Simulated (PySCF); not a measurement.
PySCF input file for GeFCl₃, SMILES [F][Ge]([Cl])([Cl])[Cl], IEF-PCM-B3LYP/def2-SVP. Geometry optimised at B3LYP-D3(BJ)/def2-SVP.

```python
import numpy as np
from pyscf import gto, scf, dft
from pyscf.solvent import pcm

mol = gto.M(
    atom='''
    F     0.00000000   -0.00000000    1.91816172
    Ge    0.00000000   -0.00000000    0.19287149
    Cl    1.75851027    1.01527638   -0.45951653
    Cl   -1.75851027    1.01527638   -0.45951653
    Cl   -0.00000001   -2.03055275   -0.45951653
    ''',
    basis='def2-SVP',
    charge=0,
    spin=0,
    max_memory=1600,
    verbose=3,
)
mf = dft.RKS(mol, xc='b3lyp').density_fit(auxbasis='def2-universal-jkfit')
mf.grids.level = 3
mf.conv_tol = 1e-9
mf.max_cycle = 100
mf.kernel()
res = {}
for name, eps in {'water': 78.355, 'methanol': 32.613, 'dichloromethane': 8.93}.items():
    s = mf.PCM()
    s.with_solvent.method, s.with_solvent.eps, s.with_solvent.lebedev_order = 'IEF-PCM', eps, 29
    s.kernel(mf.make_rdm1())
    res[name] = (s.e_tot, eps, s.dip_moment(), s.mo_energy, s.converged)
    print(f'{name}: electrostatic solvation free energy {(s.e_tot - mf.e_tot) * 627.509474:.3f} kcal/mol')
```

Program output:

```
converged SCF energy = -3556.91489544052

WARN: PCM is an experimental feature. It is still in testing.
Features and APIs may be changed in the future.

converged SCF energy = -3556.91696617767
Dipole moment(X, Y, Z, Debye):  0.00000,  0.00039, -1.08526
water: electrostatic solvation free energy -1.299 kcal/mol

WARN: PCM is an experimental feature. It is still in testing.
Features and APIs may be changed in the future.

converged SCF energy = -3556.91690465117
Dipole moment(X, Y, Z, Debye):  0.00000,  0.00042, -1.08025
methanol: electrostatic solvation free energy -1.261 kcal/mol

WARN: PCM is an experimental feature. It is still in testing.
Features and APIs may be changed in the future.

converged SCF energy = -3556.91664271852
Dipole moment(X, Y, Z, Debye):  0.00000,  0.00052, -1.05912
dichloromethane: electrostatic solvation free energy -1.096 kcal/mol
```

Self-consistency was reached.

Cost: roughly 30 core-seconds.
